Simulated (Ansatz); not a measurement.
`B[SiH](B)CF`, relaxed with RKS PBE-D4/def2-SVP in Ansatz from a rough embedded geometry. The force threshold is 0.03 eV/Å; the program also tests the step.

Charge 0, multiplicity 1.

Start:

```xyz
12

B    -0.558    1.752    0.383
Si   -0.507   -0.055   -0.183
B    -0.436   -1.165    1.371
C     0.996   -0.461   -1.253
F     2.135   -0.122   -0.573
H     0.407    2.234    0.995
H    -1.420    2.471    0.092
H    -1.712   -0.385   -0.939
H    -1.287   -1.130    2.242
H     0.458   -1.944    1.561
H     0.936    0.275   -2.140
H     0.989   -1.468   -1.556
```

(1) How much energy does the relaxation release, and in how many steps? (An estimate is asked.)

(2) Which bonds change most? (An estimate is asked.)

(3) Give the relaxed structure. (Best estimate.)

Answers

(1) The calculation gave: 53.92 kJ/mol, in 9 steps, 1 of them rejected.

(2) The calculation gave: B1–Si2 from 1.895 to 2.009 Å; Si2–B3 from 1.911 to 2.009 Å; C4–H12 from 1.051 to 1.114 Å; B1–H7 from 1.159 to 1.216 Å.

(3) Ansatz gave: 
```xyz
12

B    -0.499    1.775    0.438
Si   -0.546   -0.096   -0.292
B    -0.518   -1.125    1.433
C     1.033   -0.468   -1.343
F     2.142   -0.206   -0.543
H     0.566    2.342    0.591
H    -1.517    2.337    0.790
H    -1.796   -0.365   -1.100
H    -1.542   -1.339    2.053
H     0.540   -1.492    1.905
H     1.077    0.170   -2.255
H     1.061   -1.530   -1.677
```
